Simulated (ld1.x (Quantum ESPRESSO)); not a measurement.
## Cr: from the effect back to the setting (TM semilocal)

Base potential:

| Property | Result |
| --- | --- |
| Element | Cr |
| Generator | ld1.x (Quantum ESPRESSO) 7.5 |
| Type | norm-conserving Troullier–Martins (semilocal form) |
| Functional | LDA (PZ) |
| Relativity | scalar-relativistic |
| Frozen core | [Ar] |
| Valence charge | 6 |
| Reference configuration | 3d5 4s1 4p0 |
| Partial waves | 4s (bound): rc 2.80 bohr; 3d (bound): rc 1.00 bohr; 4p (bound, empty): rc 3.00 bohr |
| Local potential | the p channel |
| Core correction | a·sin(br)/r model core inside 0.95 bohr |

Cutoffs, loose and tight: the cutoffs (Ry, on a coarse ladder) from which the occupation-weighted sum of valence levels, in a spherical-Bessel basis at the reference potential, stays within 10 and 1 mRy of its value at 400 Ry. They do not see the model core or the augmentation charge, which bear on the density cutoff. Test errors are all-electron minus pseudo excitation energies from the reference, over the configurations 3d5 4s0 4p0; 3d4 4s0 4p0; 3d3 4s0 4p0; 3d2 4s0 4p0; 3d5 4s0 4p1; 3d4 4s1 4p1; 3d6 4s0 4p0 (two spin-polarised tests are not counted in the largest error); variants that change the core or the reference have their own tests. The largest error is taken over the tests solved by every variant that gives reliable tests at all, those not shown here included: 3d2 4s0 4p0; 3d3 4s0 4p0; 3d4 4s0 4p0; 3d4 4s1 4p1; 3d5 4s0 4p0; 3d5 4s0 4p1.

Only the scale of all radii but the core radius (base = 1) is moved:

```json
{"scale of all radii but the core radius (base = 1)": "0.79", "cutoff, loose": "230 Ry", "cutoff, tight": "300 Ry", "bound ghosts": "none", "largest test error (meV)": "-2964"}
{"scale of all radii but the core radius (base = 1)": "0.93", "cutoff, loose": "200 Ry", "cutoff, tight": "230 Ry", "bound ghosts": "none", "largest test error (meV)": "-2964"}
{"scale of all radii but the core radius (base = 1)": "1.04", "cutoff, loose": "160 Ry", "cutoff, tight": "180 Ry", "bound ghosts": "none", "largest test error (meV)": "-3031"}
{"scale of all radii but the core radius (base = 1)": "1.26", "cutoff, loose": "120 Ry", "cutoff, tight": "140 Ry", "bound ghosts": "none", "largest test error (meV)": "-3248"}
{"scale of all radii but the core radius (base = 1)": "1.36", "cutoff, loose": "110 Ry", "cutoff, tight": "140 Ry", "bound ghosts": "none", "largest test error (meV)": "-3427"}
```

Q: One more run gave cutoff, loose: 140 Ry; cutoff, tight: 180 Ry; bound ghosts: none; largest test error (meV): -3143. Which value of the scale of all radii but the core radius (base = 1) was used?

A: 1.14. The loose cutoff moves one way along this sweep, from 230 Ry at 0.79 to 110 Ry at 1.36, which places the run between 1.04 and 1.26.
